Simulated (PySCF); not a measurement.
Computed data sheet: `O[Si@@]1([SiH3])O[SiH2][Si@@H]1[SiH3]`

Compound: H10O2Si5.
Atom-mapped SMILES: `[OH:1][Si@@:2]1([SiH3:3])[O:4][SiH2:5][Si@@H:6]1[SiH3:7]` (hydrogens: H8 on O1; H9, H10, H11 on Si3; H12, H13 on Si5; H14 on Si6; H15, H16, H17 on Si7)

Some functional groups and rings: Si–H bond and siloxane link.

**GFN2-xTB geometry**

```yaml
Point_group_of_the_GFN2-xTB_geometry: C1
Rotational_constants_A_B_C_of_the_GFN2-xTB_geometry: 1.185, 0.712, 0.562 GHz
```

CAM-B3LYP/def2-SVPD ground state and vertical TDDFT (core frozen in the response) (PySCF):

```yaml
Dipole_moment: 1.53 D
HOMO_energy: -8.45 eV
LUMO_energy: -0.19 eV
HOMO–LUMO_gap: 8.26 eV
Lowest_singlet_excitation: 5.22 eV (237 nm, f = 0.097)
Strongest_line_among_the_8_lowest_singlet_transitions: S5 at 6.21 eV (200 nm, f = 0.224)
Lowest_triplet_excitation_Tamm–Dancoff: 4.50 eV
Static_isotropic_polarisability: 149.2 au
Electronic_spatial_extent_⟨r²⟩_about_the_centre_of_nuclear_charge: 2224 bohr²
```

PBE0/pcSseg-1 ground state and GIAO shieldings, non-relativistic (PySCF):

```yaml
Lowest_Hirshfeld_atomic_charge: -0.33 e on O4
Highest_Hirshfeld_atomic_charge: +0.33 e on Si2
1H_chemical_shifts_computed_TMS_as_zero_by_class: 5.96 (H13), 5.76 (H12), 4.95 (H14), 3.63 (H15/H16/H17), 3.42 (H9/H10/H11), 2.72 (H8) ppm
Isotropic_shieldings_of_nuclei_other_than_C_and_H_by_class: 180 (O4), 243 (O1), 316 (Si2), 356 (Si5), 409 (Si6), 468 (Si3), 468 (Si7) ppm
Mayer_bond_orders_between_heavy_atoms: O1–Si2 1.05, Si2–Si3 0.86, Si2–O4 0.88, O4–Si5 0.93, Si5–Si6 0.86, Si6–Si7 0.88, Si6–Si2 0.77
```

Monoisotopic mass from the formula: 181.9527 u.

No computed singlet falls in the visible range (750 to 380 nm, 1.65 to 3.26 eV); S1 lies 1.96 eV above its blue end. The vertical singlet–triplet gap S1 − T1 is 0.72 eV (TDDFT singlet less Tamm–Dancoff triplet; S1: HOMO→LUMO, weight 0.62, beside HOMO→LUMO+1, weight 0.31; T1: HOMO→LUMO, weight 0.85). The polarisability is 22.10 Å³ as a volume (1 au = 0.148185 Å³), or 1.55 au for each of the 96 electrons. The dipole matches unit charges of opposite sign 0.32 Å apart (1 e·Å = 4.8032 D). The rotational constants make it an asymmetric top with κ = (2B − A − C)/(A − C) = -0.52, nearer the prolate limit (−1).

Isolated species at its GFN2-xTB geometry (one conformer only). NMR classes are plain means over equivalent atoms (diastereotopic ones count apart unless rotation or inversion swaps them), as if these changed places fast; in this geometry the members of some classes differ.

Shape of the structure used: `[OH:1][Si@@:2]1([SiH3:3])[O:4][SiH2:5][Si@@H:6]1[SiH3:7]`: H–O1–Si2–Si3 -149°.
